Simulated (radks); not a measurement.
Task: These are the eigenvalues of the occupied orbitals of an atom or ion with whole-number occupations (eV). Method: scalar-relativistic Kohn-Sham, r2SCAN, spin-polarised, spherical densities, finite nucleus; meta-GGA in the generalised Kohn-Sham scheme; Fermi nuclear charge, rms radius of each element as measured or else 0.836 A^(1/3) + 0.57 fm; computed with a radial shooting solver on a logarithmic mesh with Libxc functionals.

1s up: -1327.173
1s down: -1325.482
2s up: -133.5369
2s down: -130.2453
2p up: -99.1694
2p down: -95.4264

Which element is it, and in what charge state? The configuration may be excited. Open shells, if any, are filled with parallel spins first.

Result: Z = 12, magnesium, charge +3: Mg3+ in [He] 2s2 2p5. The list shows which subshells hold electrons but not how many an open one holds; the 1s level, -48.773 hartree, gives Z - s = 9.9 by -(Z - s)^2/2, which with screening and relativity narrows Z to a few neighbours, and the depths of the outer levels then fix element, charge and occupations together.
